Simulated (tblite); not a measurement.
Input of a run (GFN2-xTB geometry optimisation, gas phase (tblite 0.8.0)), started from a force field or distance geometry:
```
{"job": {"kind": "relax", "xc": "GFN2-xTB", "basis": "xTB"}, "charge": 0, "multiplicity": 1}
C     -3.674400    -0.137000     0.674300
Si    -2.597800     0.280300    -0.771600
C     -0.824300    -0.315800    -0.495100
C      0.293900    -0.681800    -0.332800
Si     2.047600    -1.263800    -0.035700
O      2.135100    -2.569700     0.967500
S      3.087900     0.313400     0.971100
C      3.052900     1.670400    -0.212600
H     -3.720800    -1.217800     0.845200
H     -3.322600     0.332800     1.599100
H     -4.708300     0.215500     0.503400
H     -2.595100     1.742200    -0.974600
H     -3.147500    -0.346600    -1.982300
H      2.749700    -1.555700    -1.317900
H      2.082300    -2.331800     1.912600
H      3.531800     1.377600    -1.139900
H      2.019000     1.976600    -0.420700
H      3.581800     2.517800     0.198600
```

Output (eV, eV/Å):
```
step      E/eV     max force
  0    -664.53966    3.271
  1    -664.46011    5.777
  2    -664.65513    0.559
  3    -664.66528    0.281
  4    -664.67577    0.509
  5    -664.68646    0.402
  6    -664.69288    0.265
  7    -664.69710    0.174
  8    -664.69939    0.167
  9    -664.70160    0.158
 10    -664.70372    0.163
 11    -664.70550    0.118
 12    -664.70682    0.112
 13    -664.70788    0.105
 14    -664.70882    0.105
 15    -664.70961    0.096
 16    -664.71016    0.061
 17    -664.71056    0.071
 18    -664.71100    0.080
 19    -664.71153    0.077
 20    -664.71206    0.067
 21    -664.71247    0.057
 22    -664.71277    0.053
 23    -664.71311    0.050
 24    -664.71353    0.054
 25    -664.71401    0.062
 26    -664.71444    0.060
 27    -664.71485    0.057
 28    -664.71528    0.054
 29    -664.71572    0.054
 30    -664.71606    0.052
 31    -664.71628    0.035
 32    -664.71649    0.036
 33    -664.71676    0.043
 34    -664.71708    0.048
 35    -664.71739    0.048
 36    -664.71761    0.030
 37    -664.71776    0.026
 38    -664.71787    0.024
 39    -664.71797    0.026
 40    -664.71805    0.022
 41    -664.71813    0.024
 42    -664.71823    0.030
 43    -664.71835    0.029
 44    -664.71847    0.026
 45    -664.71860    0.029
 46    -664.71873    0.030
 47    -664.71884    0.025
 48    -664.71893    0.024
 49    -664.71903    0.028
 50    -664.71916    0.044
 51    -664.71937    0.064
 52    -664.71969    0.074
 53    -664.72004    0.060
 54    -664.72035    0.046
 55    -664.72063    0.047
 56    -664.72099    0.064
 57    -664.72155    0.084
 58    -664.72222    0.070
 59    -664.72272    0.047
 60    -664.72304    0.036
 61    -664.72333    0.048
 62    -664.72365    0.057
 63    -664.72394    0.043
 64    -664.72412    0.025
 65    -664.72422    0.022
 66    -664.72429    0.020
 67    -664.72439    0.029
 68    -664.72451    0.029
 69    -664.72463    0.019
 70    -664.72472    0.018
 71    -664.72478    0.021
 72    -664.72484    0.021
 73    -664.72491    0.018
 74    -664.72497    0.016
 75    -664.72501    0.017
 76    -664.72504    0.014
 77    -664.72508    0.014
 78    -664.72514    0.020
 79    -664.72526    0.027
 80    -664.72545    0.039
 81    -664.72567    0.037
 82    -664.72582    0.021
 83    -664.72588    0.018
 84    -664.72591    0.017
 85    -664.72597    0.023
 86    -664.72607    0.034
 87    -664.72621    0.035
 88    -664.72630    0.018
 89    -664.72634    0.016
 90    -664.72637    0.016
 91    -664.72640    0.020
 92    -664.72647    0.020
 93    -664.72653    0.015
 94    -664.72656    0.016
 95    -664.72658    0.014
 96    -664.72660    0.011
 97    -664.72664    0.016
 98    -664.72668    0.016
 99    -664.72671    0.016
100    -664.72675    0.016
101    -664.72677    0.014
102    -664.72680    0.015
103    -664.72683    0.019
104    -664.72685    0.014
105    -664.72686    0.009
```

Q: Summarise the run.

A: The energy falls by 0.187 eV over 105 L-BFGS steps, the largest force on an atom goes from 3.27 to 0.009 eV/Å, and the atoms move by 0.231 Å rms after alignment. The bond that changes most is C1–Si2 (Si-methyl carbon to SiH2 silicon), which lengthens by 0.047 Å. Bonds longer at the end by more than 0.005 Å: 4 of 17; shorter: 10. Among the angles that change most is Si5–O6–H15, from 113.2° to 122.0°. Among the dihedrals that turn most is H14–Si5–S7–C8, from 58° to 70°. The energy rose by more than 1e-5 eV at step 1.

Q: What are the final bond lengths?

A: C1–Si2 1.897 Å, Si2–C3 1.855 Å, C3≡C4 1.212 Å, C4–Si5 1.852 Å, Si5–O6 1.618 Å, Si5–S7 2.160 Å, S7–C8 1.816 Å, C1–H9 1.087 Å, C1–H10 1.087 Å, C1–H11 1.087 Å, Si2–H12 1.469 Å, Si2–H13 1.468 Å, Si5–H14 1.453 Å, O6–H15 0.954 Å, C8–H16 1.086 Å, C8–H17 1.086 Å, C8–H18 1.085 Å. Numbering counts from 1 in the input's order; the species is `C[SiH2]C#C[Si@H](O)SC`.

On an Intel Xeon at 2.50 GHz with one thread, shared host with 64 logical CPUs at a one-minute load of 63, this took 3.3 s.

Its lowest GFN2-xTB frequency is 9 cm⁻¹, too small to tell a flat minimum from a shallow saddle. One conformer, not necessarily the lowest.

These are computed values.
